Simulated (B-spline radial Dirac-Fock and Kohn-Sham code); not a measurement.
# Al²⁺ 1s: cross section and angular parameters

System: aluminum as Al²⁺, configuration [Ne] 3s1; threshold 1571.6 eV (orbital energy of the model). Calculated with a B-spline atomic structure program, using Dirac-Hartree-Slater photoionisation with a Latter tail; cross sections with all multipoles, angular parameters from the dipole term and its interference with E2.

For linearly polarised light dσ/dΩ = σ/(4π) [1 + β P₂(cos θ) + (δ + γ cos²θ) sin θ cos φ], with θ from the polarisation vector and φ the angle between the beam and the projection of the electron momentum on the plane normal to the polarisation.

```
hν (eV)  σ (kb)      β      γ
   1700     140  2.000  0.017
   1900     106  2.000  0.191
   2050    87.5  2.000  0.289
   2520    51.6  2.000  0.521
   3420    22.9  2.000  0.835
   4000    14.9  2.000  0.995
   4760    9.19  2.000  1.177
 9251.7       ?      ?      ?
  10900   0.824  2.000  2.177
  11100   0.780  2.000  2.202
  15000   0.313  1.999  2.647
```

Question: Give the values at Ga Kα (9251.7 eV).

Answer: σ = 1.34 kb, β = 2.000, γ = 1.955. For an s subshell δ is negligible.
